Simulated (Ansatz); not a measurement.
Z-matrix (Å, degrees):
```
Si
O 1 1.6465
H 2 0.9624 1 118.32
C 1 1.6999 2 125.14 3 0.01
H 4 1.0826 1 125.75 2 0.02
H 4 1.0832 5 115.51 1 179.97
Si 1 2.3214 2 110.06 3 -179.97
H 7 1.4801 1 107.37 2 179.84
H 7 1.4811 8 109.87 1 -120.16
H 7 1.4812 8 109.87 9 -119.74
```
Charge 0, multiplicity 1.

Method: frozen-core CCSD(T)/cc-pVTZ // B3LYP-D3(BJ)/def2-TZVP (Ansatz, an electronic-structure program).

The HF energy is -694.14770 Ha and the MP2 correlation energy is -0.65214 Ha.

Question: Estimate the CCSD correlation energy, the (T) correction, the total energy and the T1 diagnostic.

Answer: 
```
Quantity                         Value
-----------------------  -------------
CCSD correlation energy    -0.69554 Ha
(T) correction             -0.02861 Ha
CCSD(T) total energy     -694.87185 Ha
T1 diagnostic                    0.014
```
